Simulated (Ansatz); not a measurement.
H4N, charge +1, singlet, geometry from GFN2-xTB. Base run: CCSD/cc-pVTZ run with Ansatz (a first-principles code).

The Ansatz input:
Ansatz 0.2 input:
```yaml
crystal:
  periodic: [false, false, false]
  atoms:
    - {symbol: N, position_ang: [0.00000000, -0.00000000, -0.00000000]}
    - {symbol: H, position_ang: [-0.69851852, -0.34749108, -0.67183826]}
    - {symbol: H, position_ang: [0.02245826, 1.02891450, -0.02958725]}
    - {symbol: H, position_ang: [-0.25206810, -0.31063626, 0.94868941]}
    - {symbol: H, position_ang: [0.92812837, -0.37078716, -0.24726391]}
basis:
  gaussian:
    orbitals: cc-pVTZ
total_charge: 1
magnetization: {spin_polarized: false}
correlation: {method: ccsd}
```

Variants of this job, named by their change:

```csv
change,ΔE vs base (mEh),MP2 correlation (Eh),CC correlation without the perturbative part (Eh),basis functions
base,0.000,-0.22984,-0.24505,86
electrons = outside_noble_gas,0.000,-0.22984,-0.24505,86
method = mp2,(withheld),-0.22984,-,86
lower_state_search = off,0.000,-0.22984,-0.24505,86
diis_vectors = 2,0.000,-0.22984,-0.24505,86
reference functional = pbe0,0.831,-,-0.24819,86
method = bccd,0.180,-0.22984,-0.24487,86
electrons = all,(withheld),(withheld),(withheld),86
method = ccsd_t,(withheld),-0.22984,-0.24505,86
"fitting = cc-pVTZ-JKFIT (mean field), cc-pVTZ-RIFIT (correlation)",-0.110,-0.22978,-0.24516,86
```

Q: What belongs in the gaps?

A: 
- method = mp2, ΔE vs base (mEh): 15.205
- electrons = all, ΔE vs base (mEh): -16.270
- electrons = all, MP2 correlation (Eh): -0.24590
- electrons = all, CC correlation without the perturbative part (Eh): -0.26132
- method = ccsd_t, ΔE vs base (mEh): -6.698
